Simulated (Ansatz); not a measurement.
Reaction (ligand exchange at a Ge–S bond): `C[S][Ge][OH]` + CH₃OH → `C[O][Ge][OH]` + CH₃SH

Calculated with Ansatz (gas phase, PBE0-D4/def2-TZVP geometries, no zero-point term in ΔE). CBS: MP2 limit from def2 TZ/QZ plus the TZ coupled-cluster correction, frozen cores. This one scheme is used for every species. For Ge outer-core shells are correlated without core-valence functions, which leaves a few kJ/mol of doubt a bond. Scalar relativity is left out up to krypton. Each species was taken in one conformer, which may not be the lowest.

`C[S][Ge][OH]`:

```xyz
8

C     1.042    1.185    0.004
S    -0.620    0.484   -0.175
Ge   -0.187   -1.677    0.212
O    -1.843   -2.317    0.025
H     1.328    1.671   -0.928
H     1.036    1.921    0.807
H     1.774    0.410    0.239
H    -2.530   -1.678   -0.184
```

CH₃OH:

Cartesian coordinates in Å:
```
C -0.345 0.002 0.088
O 0.781 0.134 -0.749
H -1.223 0.219 -0.520
H -0.328 0.709 0.927
H -0.451 -1.014 0.488
H 1.568 -0.051 -0.233
```

`C[O][Ge][OH]`:

Cartesian coordinates in Å:
```
C -0.701 0.905 0.301
O -0.756 -0.411 0.810
Ge 0.270 -1.788 0.387
O 1.311 -0.954 -0.821
H -0.513 1.600 1.125
H 0.081 1.025 -0.452
H -1.667 1.156 -0.145
H 1.975 -1.533 -1.205
```

CH₃SH:

Z-matrix (Å, degrees):
```
C
S 1 1.806
H 1 1.089 2 111.5
H 1 1.089 2 111.5 3 -123.8
H 1 1.090 2 106.2 3 118.1
H 2 1.342 1 97.1 3 61.9
```

```json
{"species": "`C[S][Ge][OH]`", "HF/CBS(def2) energy (Eh)": "-2588.13523"}
{"species": "CH₃OH", "HF/CBS(def2) energy (Eh)": "-115.10180"}
{"species": "`C[O][Ge][OH]`", "HF/CBS(def2) energy (Eh)": "-2265.47125"}
{"species": "CH₃SH", "HF/CBS(def2) energy (Eh)": "-437.76777"}
```

Task: Work out ΔE.

Result: ΔE = (-2265.47125) + (-437.76777) − (-2588.13523) − (-115.10180) = -0.00199 Eh = -0.05 eV. CCSD(T)/CBS gives +0.04 eV.

Largest T1 diagnostic among the species: 0.015.
